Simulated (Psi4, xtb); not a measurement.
Relaxed torsion scan: SMILES SC[SiH2][SeH] (CH6SSeSi), singlet. Scanned: dihedral H5–S1–C2–Si3; all other coordinates were relaxed at B3LYP-D3(BJ)/def2-SVP. Points at φ and −φ are mirror images. Heavy atoms are numbered in the order of the SMILES SC[SiH2][SeH], hydrogens after them in the order of the atoms that carry them; the mirror image has the same energies with the sign of each dihedral reversed.

GFN1-xTB // B3LYP-D3(BJ)/def2-SVP (xtb); MP2/cc-pVTZ = Psi4 with DF-MP2 (frozen core)/cc-pVTZ // B3LYP-D3(BJ)/def2-SVP.

Energies relative to the lowest point of each profile, in kcal/mol:

```json
[
 {"φ / °": "-150", "GFN1-xTB": "1.57"},
 {"φ / °": "-120", "GFN1-xTB": "1.22"},
 {"φ / °": "-90", "GFN1-xTB": "0.33"},
 {"φ / °": "-60", "GFN1-xTB": "0.00"},
 {"φ / °": "-30", "GFN1-xTB": "0.46"},
 {"φ / °": "0", "GFN1-xTB": "0.56"},
 {"φ / °": "30", "GFN1-xTB": "0.46"},
 {"φ / °": "60", "GFN1-xTB": "0.00"},
 {"φ / °": "90", "GFN1-xTB": "0.33"},
 {"φ / °": "120", "GFN1-xTB": "1.22"},
 {"φ / °": "150", "GFN1-xTB": "1.57"},
 {"φ / °": "180", "GFN1-xTB": "1.71"}
]
```

Question: Estimate the MP2/cc-pVTZ values at these points.

Answer: -150: 1.26; -120: 1.62; -90: 0.81; -60: 0.00; -30: 0.48; 0: 1.17; 30: 0.48; 60: 0.00; 90: 0.81; 120: 1.62; 150: 1.26; 180: 1.08 (kcal/mol).
